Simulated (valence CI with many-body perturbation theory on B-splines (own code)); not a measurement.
**S XI: calculated level list**

Computed by relativistic CI+MBPT: four valence electrons over a frozen Dirac-Fock core [He], a basis of 11 s, 11 p, 9 d, 7 f, 5 g, 2 h, 1 i functions for each j, with the one-electron correlation potential Σ1, the two-electron term Σ2, the three-electron term Σ3, Breit, model QED; selected CI, second order for the rest, scaled by the run's own slope (own B-spline code, finite nucleus).

No measured levels were compared; by estimate levels of excited configurations hold to 0.05 to 0.15 % of their energy, terms of the ground configuration to about 0.5 %. Among the levels kept, up to 250 cm⁻¹ of a level comes from second order outside the variational space, and about a tenth of that is noise between levels of different J, which matters for small intervals.

Levels 1 to 45 of 82, with energies above the lowest level, 2s²2p² ³P_0. "Leading %" is the weight of the configuration and term that name the level; weights of strongly mixed levels are sums over their largest components and can fall short. In the jj column 3d3/2^4 stands for four electrons in 3d with j = 3/2.

| No. | Configuration | Term | J | E (cm⁻¹) | Leading % | g | Leading jj | Second component |
| --- | --- | --- | --- | --- | --- | --- | --- | --- |
| 1 | 2s²2p² | ³P | 0 | 0 | 98 |  | 2s^2 2p1/2^2 (74 %) |  |
| 2 | 2s²2p² | ³P | 1 | 5202 | 98 | 1.500 | 2s^2 2p1/2 2p3/2 (98 %) |  |
| 3 | 2s²2p² | ³P | 2 | 12378 | 97 | 1.494 | 2s^2 2p3/2^2 (55 %) |  |
| 4 | 2s²2p² | ¹D | 2 | 67262 | 97 | 1.005 | 2s^2 2p1/2 2p3/2 (55 %) |  |
| 5 | 2s²2p² | ¹S | 0 | 133140 | 94 |  | 2s^2 2p3/2^2 (71 %) | 5 % 2p⁴ ¹S |
| 6 | 2s2p³ | ⁵S° | 2 | 186080 | 100 | 2.000 | 2s 2p1/2 2p3/2^2 (55 %) |  |
| 7 | 2s2p³ | ³D° | 2 | 355100 | 98 | 1.170 | 2s 2p1/2 2p3/2^2 (66 %) |  |
| 8 | 2s2p³ | ³D° | 3 | 355370 | 100 | 1.333 | 2s 2p1/2 2p3/2^2 (100 %) |  |
| 9 | 2s2p³ | ³D° | 1 | 355390 | 99 | 0.506 | 2s 2p1/2 2p3/2^2 (44 %) |  |
| 10 | 2s2p³ | ³P° | 0 | 417070 | 100 |  | 2s 2p1/2 2p3/2^2 (100 %) |  |
| 11 | 2s2p³ | ³P° | 1 | 417110 | 99 | 1.493 | 2s 2p1/2 2p3/2^2 (67 %) |  |
| 12 | 2s2p³ | ³P° | 2 | 417540 | 98 | 1.495 | 2s 2p3/2^3 (56 %) |  |
| 13 | 2s2p³ | ¹D° | 2 | 530470 | 99 | 1.000 | 2s 2p1/2 2p3/2^2 (77 %) |  |
| 14 | 2s2p³ | ³S° | 1 | 535510 | 98 | 1.986 | 2s 2p1/2 2p3/2^2 (56 %) |  |
| 15 | 2s2p³ | ¹P° | 1 | 592860 | 98 | 1.012 | 2s 2p3/2^3 (42 %) |  |
| 16 | 2p⁴ | ³P | 2 | 811870 | 97 | 1.495 | 2p1/2^2 2p3/2^2 (74 %) |  |
| 17 | 2p⁴ | ³P | 1 | 820680 | 98 | 1.500 | 2p1/2 2p3/2^3 (98 %) |  |
| 18 | 2p⁴ | ³P | 0 | 823810 | 98 |  | 2p3/2^4 (59 %) |  |
| 19 | 2p⁴ | ¹D | 2 | 868660 | 97 | 1.004 | 2p1/2 2p3/2^3 (74 %) |  |
| 20 | 2p⁴ | ¹S | 0 | 987160 | 94 |  | 2p1/2^2 2p3/2^2 (57 %) | 5 % 2s²2p² ¹S |
| 21 | 2s²2p3s | ³P° | 0 | 2317600 | 95 |  | 2s^2 2p1/2 3s (95 %) |  |
| 22 | 2s²2p3s | ³P° | 1 | 2320200 | 89 | 1.467 | 2s^2 2p1/2 3s (84 %) | 6 % 2s²2p3s ¹P° |
| 23 | 2s²2p3s | ³P° | 2 | 2330500 | 95 | 1.500 | 2s^2 2p3/2 3s (95 %) |  |
| 24 | 2s²2p3s | ¹P° | 1 | 2344900 | 89 | 1.032 | 2s^2 2p3/2 3s (84 %) | 6 % 2s²2p3s ³P° |
| 25 | 2s²2p3p | ¹P | 1 | 2408300 | 65 | 0.869 | 2s^2 2p1/2 3p1/2 (74 %) | 28 % 2s²2p3p ³D |
| 26 | 2s²2p3p | ³D | 1 | 2418300 | 66 | 0.689 | 2s^2 2p1/2 3p3/2 (36 %) | 25 % 2s²2p3p ¹P |
| 27 | 2s²2p3p | ³D | 2 | 2420300 | 93 | 1.169 | 2s^2 2p1/2 3p3/2 (60 %) |  |
| 28 | 2s²2p3p | ³D | 3 | 2429000 | 95 | 1.333 | 2s^2 2p3/2 3p3/2 (95 %) |  |
| 29 | 2s²2p3p | ³S | 1 | 2435800 | 74 | 1.853 | 2s^2 2p3/2 3p3/2 (51 %) | 15 % 2s²2p3p ³P |
| 30 | 2s²2p3p | ³P | 0 | 2438800 | 88 |  | 2s^2 2p1/2 3p1/2 (68 %) | 7 % 2s2p²3s ³P |
| 31 | 2s²2p3p | ³P | 1 | 2444300 | 72 | 1.587 | 2s^2 2p3/2 3p1/2 (73 %) | 18 % 2s²2p3p ³S |
| 32 | 2s²2p3p | ³P | 2 | 2447400 | 86 | 1.488 | 2s^2 2p3/2 3p3/2 (48 %) | 7 % 2s2p²3s ³P |
| 33 | 2s²2p3p | ¹D | 2 | 2475600 | 94 | 1.008 | 2s^2 2p3/2 3p3/2 (43 %) |  |
| 34 | 2s²2p3p | ¹S | 0 | 2509700 | 95 |  | 2s^2 2p3/2 3p3/2 (71 %) |  |
| 35 | 2s2p²3s | ⁵P | 1 | 2514400 | 99 | 2.500 | 2s 2p1/2 2p3/2 3s (40 %) |  |
| 36 | 2s2p²3s | ⁵P | 2 | 2519000 | 99 | 1.833 | 2s 2p1/2 2p3/2 3s (85 %) |  |
| 37 | 2s²2p3d | ³F° | 2 | 2523000 | 70 | 0.756 | 2s^2 2p1/2 3d3/2 (94 %) | 25 % 2s²2p3d ¹D° |
| 38 | 2s2p²3s | ⁵P | 3 | 2525000 | 99 | 1.666 | 2s 2p3/2^2 3s (62 %) |  |
| 39 | 2s²2p3d | ³F° | 3 | 2529300 | 93 | 1.089 | 2s^2 2p1/2 3d5/2 (59 %) |  |
| 40 | 2s²2p3d | ¹D° | 2 | 2531900 | 66 | 0.941 | 2s^2 2p1/2 3d5/2 (37 %) | 23 % 2s²2p3d ³F° |
| 41 | 2s²2p3d | ³F° | 4 | 2536400 | 96 | 1.250 | 2s^2 2p3/2 3d5/2 (96 %) |  |
| 42 | 2s²2p3d | ³D° | 1 | 2548200 | 84 | 0.613 | 2s^2 2p1/2 3d3/2 (74 %) | 10 % 2s²2p3d ³P° |
| 43 | 2s²2p3d | ³D° | 2 | 2550100 | 66 | 1.230 | 2s^2 2p1/2 3d5/2 (52 %) | 23 % 2s²2p3d ³P° |
| 44 | 2s²2p3d | ³D° | 3 | 2554900 | 92 | 1.323 | 2s^2 2p3/2 3d5/2 (63 %) |  |
| 45 | 2s²2p3d | ³P° | 2 | 2560000 | 69 | 1.405 | 2s^2 2p3/2 3d5/2 (54 %) | 26 % 2s²2p3d ³D° |

Names give the largest LS component (configuration and term), which can be under half, so a name can repeat, a term be missing and a line seem to break the LS rules; names also repeat where a configuration has a term twice.

The ionisation energy to 2s²2p ²P°1/2 of the next ion comes out as 504.79 eV (NIST: 504.55 ± 0.12 eV (semi-empirical)). All 82 levels together are meant to be complete up to 2738300 cm⁻¹.
